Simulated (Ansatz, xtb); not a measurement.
The molecule TiGa, multiplicity 6 (lowest of 2S+1 = 2, 4, 6 at PBE0/def2-TZVPP; our sources give no spin for the ground state, which may be another). No spin–orbit coupling. Ti is treated without relativity. Ga is treated without relativity.

The constants come from a fifth-degree fit in 1/R (seven points, main isotopes). Runs in def2 and cc sets follow the lowest solution found near the PBE0 minimum.

Run with Ansatz (Gaussian basis) for Hartree–Fock, density functionals and correlated methods; xtb for the GFN methods.  The GFN methods have no spin term and hold the electronic entropy of 300 K.

| level | r_e (Å) | ω_e (cm⁻¹) | ω_e x_e (cm⁻¹) | α_e (cm⁻¹) | dipole (D) |
|---|---|---|---|---|---|
| GFN1-xTB | 2.409 | 383 | 1.5 | 0.00056 | - |
| GFN2-xTB | 2.384 | 339 | 2.0 | 0.00074 | - |
| SVWN5/def2-TZVPP | 2.460 | 258 | 1.0 | 0.00050 | 2.07 |
| PBE/def2-TZVPP | 2.518 | 242 | 0.97 | 0.00050 | 2.29 |
| r2SCAN/def2-TZVPP | 2.493 | 254 | 0.97 | 0.00047 | 2.90 |
| B97M-V/def2-TZVPP | 2.526 | 239 | 0.98 | 0.00049 | 2.23 |
| B3LYP/def2-TZVPP | 2.499 | 252 | 0.94 | 0.00047 | 2.54 |
| PBE0/def2-TZVPP | 2.477 | 264 | 0.90 | 0.00044 | 2.91 |
| BHLYP/def2-TZVPP | 2.579 | 180 | 1.0 | 0.00049 | 3.13 |
| wB97M-V/def2-TZVPP | 2.476 | 206 | -1.5 | 0.00099 | 3.19 |

Ansatz is an electronic-structure program.
